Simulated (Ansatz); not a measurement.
Reaction (ligand exchange at the Si–O bond): `C=C[Si@@H](O)O[Si@@H](C)O` + `O[SiH2]S` → `C=C[SiH](O)S[SiH2]O` + `C[SiH](O)O`

Program: Ansatz. Geometries: PBE0-D4/def2-TZVP. ΔE: electronic, gas phase. CCSD(T)/CBS is the MP2 limit (def2-TZVPP, def2-QZVPP) plus CCSD(T) − MP2 in def2-TZVPP, frozen cores. Functionals use def2-TZVPP. B3LYP here is the variant with VWN-RPA as its local correlation; programs differ in this. One conformer a species, not always the lowest.

```csv
level,ΔE (kcal/mol),difference from CCSD(T)/CBS
PBE-D4,8.9,-3.7
r2SCAN-D4,12.2,-0.4
PBE0-D4,10.4,-2.2
B3LYP-D4,13.5,0.9
ωB97X-V,13.2,0.6
ωB97M-V,12.8,0.2
B2PLYP,14.1,1.5
PBE,9.6,-3.0
r2SCAN,12.2,-0.4
PBE0,11.0,-1.6
B3LYP,14.7,2.1
HF/def2-TZVPP,19.5,6.9
MP2/def2-TZVPP,11.9,-0.7
SCS-MP2/def2-TZVPP,13.9,1.3
CCSD/def2-TZVPP,14.8,2.2
CCSD(T)/def2-TZVPP,13.5,0.9
HF/def2-QZVPP,20.0,7.4
MP2/def2-QZVPP,11.6,-1.0
SCS-MP2/def2-QZVPP,13.5,0.9
HF/CBS(def2),20.1,7.5
MP2/CBS(def2),11.1,-1.5
CCSD/CBS(def2),13.9,1.3
CCSD(T)/CBS,12.6,0
```

Largest T1 diagnostic among the species: 0.012.

From PBE to PBE0 (25 % exact exchange), in def2-TZVPP and without D4, ΔE moves by +1.4 kcal/mol. In def2-TZVPP, CCSD(T) changes the Hartree–Fock value by −6.0 kcal/mol (the triples alone add −1.3 kcal/mol) and MP2 by −7.6 kcal/mol.
